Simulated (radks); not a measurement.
The calcium ion Ca+ inside a hard spherical wall (all orbitals vanish at R), configuration held at [Ar] 4s1 and not refilled when levels cross. Calculated with a radial shooting solver on a logarithmic mesh with Libxc functionals: non-relativistic Kohn-Sham, PBE, spin-unpolarised, spherical densities, point nucleus. Eigenvalues in eV, with the zero of energy where the potential of the charges vanishes at infinity; a dash marks a level that is unbound or too diffuse for the functional's potential to be trusted. A positive occupied level is held by the wall or, in an anion where self-interaction has pushed it up, behind a barrier. The pressure on the wall is -dE/dV.

| R (bohr) | E (hartree) | kinetic (hartree) | e(2p) | e(3s) | e(3p) | e(4s) | e(3d, empty) | e(4p, empty) | pressure (GPa) |
|---|---|---|---|---|---|---|---|---|---|
| free | -677.11779 | 676.456 | -341.44 | -53.562 | -34.908 | -8.931 | -8.459 | -5.942 | 0 |
| 12 | -677.11778 | 676.456 | -341.44 | -53.560 | -34.906 | -8.930 | -8.457 | -5.935 | 0.000409 |
| 10 | -677.11753 | 676.459 | -341.42 | -53.540 | -34.887 | -8.913 | -8.440 | -5.881 | 0.00821 |
| 6 | -677.08565 | 676.633 | -340.54 | -52.735 | -34.100 | -7.654 | -7.673 | -3.668 | 2.30 |
| 5 | -677.02121 | 676.889 | -339.61 | -51.923 | -33.312 | -5.522 | -6.774 | -0.563 | 10.0 |
| 4 | -676.81145 | 677.640 | -337.55 | -50.294 | -31.719 | 0.666 | -4.670 | 7.499 | 54.9 |
| 2.5 | -674.28730 | 686.619 | -320.08 | -38.461 | -19.041 | 53.716 | 11.578 | 65.932 | 1950 |
| 2 | -669.41419 | 702.128 | -296.63 | -20.499 | 0.669 | 127.92 | 33.624 | 140.68 | 9790 |
| 1.5 | -651.91056 | 749.346 | -243.54 | 37.114 | 60.999 | 332.12 | 90.928 | 335.98 | 68100 |
